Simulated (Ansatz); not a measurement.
Input for Ansatz (a first-principles code): R-wB97X-V/def2-TZVPPD on HF (SMILES F) with ghost functions, monomers drawn apart or pushed together. Files ending in .json are basis or fitting sets from the Basis Set Exchange.

Ansatz 0.2 input:
```yaml
crystal:
  periodic: [false, false, false]
  atoms:
    - {symbol: F, position_ang: [1.45958480, 0.31951535, -0.17441569]}
    - {symbol: H, position_ang: [1.34353286, 0.29973948, 0.74874191]}
basis:
  gaussian:
    orbitals: def2-TZVPPD.json
    ghost_atoms:
      - {symbol: Si, position_ang: [-0.70159348, -0.24398293, 5.86987805]}
      - {symbol: Si, position_ang: [-0.67241400, -0.24311610, 3.52622694]}
      - {symbol: H, position_ang: [-2.04931366, -0.63089167, 6.34972871]}
      - {symbol: H, position_ang: [-0.37427629, 1.10905457, 6.37756786]}
      - {symbol: H, position_ang: [0.29477050, -1.21228793, 6.38488791]}
      - {symbol: H, position_ang: [-0.96230339, -1.58557908, 2.97346177]}
      - {symbol: H, position_ang: [0.69489601, 0.14705595, 3.06991003]}
      - {symbol: H, position_ang: [-1.62788768, 0.73919985, 2.96593265]}
hamiltonian:
  xc: {name: wB97X-V}
scf: {lower_state_search: off}
```

The head of its log:

```
WARN ansatz: RAYON_NUM_THREADS=1 ignored (pool sized by the plan → 1); use --threads N
Functional definition: wB97X-V
these checks for a lower state are left out or cut short: stability, starts, cluster_reference, orbital_swaps, neighbouring_geometries, increment
integrals: 0.24 GiB planned
1172 factors; their error is unknown
integrals: 0.27 GiB planned
354 factors; integrals over basis functions are off by at most 3.4e-5 eV
mean field: 1.51 GiB planned
mean field evaluation 1: about -2732.2847 eV, gradient 3.0e1 eV
mean field evaluation 2: about -2732.2057 eV, gradient 3.4e1 eV
```

Predict the final total energy.

-100.4566 hartree.
